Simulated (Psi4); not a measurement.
chromium atom (Cr), septet; M06-2X/6-31G* in Psi4.

The Psi4 input:
```
memory 2 GB

molecule {
0 7
Cr    0.00000000    0.00000000    0.00000000
}

set {
  basis 6-31g*
  reference uks
  dft_spherical_points 590
}

energy('m06-2x')
print_variables()
```

Q: Write the output that Psi4 gives for this input, abridged.

A: 
```
   => Loading Basis Set <=

    Name: 6-31G*
    Role: ORBITAL
    Keyword: BASIS

         ---------------------------------------------------------
                                   SCF
               by Justin Turney, Rob Parrish, Andy Simmonett
                          and Daniel G. A. Smith
                              UKS Reference
         ---------------------------------------------------------

  ==> Geometry <==

    Molecular point group: d2h
    Geometry (in Angstrom), charge = 0, multiplicity = 7:

       Center              X                  Y                   Z               Mass
    ------------   -----------------  -----------------  -----------------  -----------------
         CR           0.000000000000     0.000000000000     0.000000000000    51.940506230000

  Running in d2h symmetry.

  Rotational constants: A = ************  B = ************  C = ************ [cm^-1]
  Rotational constants: A = ************  B = ************  C = ************ [MHz]
  Nuclear repulsion =    0.000000000000000

  Charge       = 0
  Multiplicity = 7
  Electrons    = 24
  Nalpha       = 15
  Nbeta        = 9

  ==> Algorithm <==

  SCF Algorithm Type is DF.
  DIIS enabled.
  MOM disabled.
  Fractional occupation disabled.
  Guess Type is CORE.
  Energy threshold   = 1.00e-06
  Density threshold  = 1.00e-06
  Integral threshold = 1.00e-12

  ==> Primary Basis <==

  Basis Set: 6-31G*
    Blend: 6-31G*
    Number of shells: 12
    Number of basis functions: 39
    Number of Cartesian functions: 39
    Spherical Harmonics?: false
    Max angular momentum: 3

  ==> DFT Potential <==

   => LibXC <=

    Version 7.1.2
    S. Lehtola, C. Steigemann, M. J. T. Oliveira, and M. A. L. Marques,  SoftwareX 7, 1–5 (2018) (10.1016/j.softx.2017.11.002)

   => Composite Functional: M06-2X <=

    Hybrid M06-2X Meta-GGA XC Functional  (10.1007/s00214-007-0310-x)
    Y. Zhao and D. G. Truhlar,  Theor. Chem. Acc., 120, 215, 2008

    Deriv               =              1
    GGA                 =           TRUE
    Meta                =           TRUE

    Exchange Hybrid     =           TRUE
    MP2 Hybrid          =          FALSE

   => Exchange Functionals <=

    1.0000   XC_HYB_MGGA_X_M06_2X

   => Exact (HF) Exchange <=

    0.5400               HF

   => Correlation Functionals <=

    1.0000   XC_MGGA_C_M06_2X

   => LibXC Density Thresholds  <==

    XC_MGGA_C_M06_2X:  1.00E-12
    XC_HYB_MGGA_X_M06_2X:  1.00E-15

   => Molecular Quadrature <=

[...]
   @S^2 Observed:                1.200031780E+01
   @S   Expected:                3.000000000E+00
   @S   Observed:                3.000000000E+00

    Orbital Energies [Eh]
    ---------------------

    Alpha Occupied:

[...]
    Alpha Virtual:

[...]
    Beta Occupied:

[...]
    Beta Virtual:

[...]
    Final Occupation by Irrep:
             Ag   B1g   B2g   B3g    Au   B1u   B2u   B3u
    DOCC [     3,    0,    0,    0,    0,    2,    2,    2 ]
    SOCC [     3,    1,    1,    1,    0,    0,    0,    0 ]
    NA   [     6,    1,    1,    1,    0,    2,    2,    2 ]
    NB   [     3,    0,    0,    0,    0,    2,    2,    2 ]

  @DF-UKS Final Energy: -1044.20755188463886

   => Energetics <=

    Nuclear Repulsion Energy =              0.0000000000000000
    One-Electron Energy =               -1441.1230253260200698
    Two-Electron Energy =                 419.9564030635989411
    DFT Exchange-Correlation Energy =     -23.0409296222176962
    Empirical Dispersion Energy =           0.0000000000000000
    VV10 Nonlocal Energy =                  0.0000000000000000
    Total Energy =                      -1044.2075518846388604

  UHF NO Occupations:
  HONO-2 :    1B2g 1.0000000
  HONO-1 :    1B3g 1.0000000
  HONO-0 :    6 Ag 1.0000000
  LUNO+0 :    3B1u 0.0000492
  LUNO+1 :    3B3u 0.0000492
  LUNO+2 :    3B2u 0.0000492
  LUNO+3 :    7 Ag 0.0000090

Computation Completed

Properties will be evaluated at   0.000000,   0.000000,   0.000000 [a0]

Properties computed using the SCF density matrix

 Multipole Moments:

 ------------------------------------------------------------------------------------
     Multipole            Electronic (a.u.)      Nuclear  (a.u.)        Total (a.u.)
 ------------------------------------------------------------------------------------

 L = 1.  Multiply by 2.5417464519 to convert [e a0] to [Debye]
 Dipole X            :          0.0000000            0.0000000            0.0000000
 Dipole Y            :          0.0000000            0.0000000            0.0000000
 Dipole Z            :          0.0000000            0.0000000            0.0000000
 Magnitude           :                                                    0.0000000

 ------------------------------------------------------------------------------------

  Variable Map:
  ----------------------------------------------------------------------------
[...]
  Array Variable Map:
  ----------------------------------------------------------------------------
[...]
[...]
```
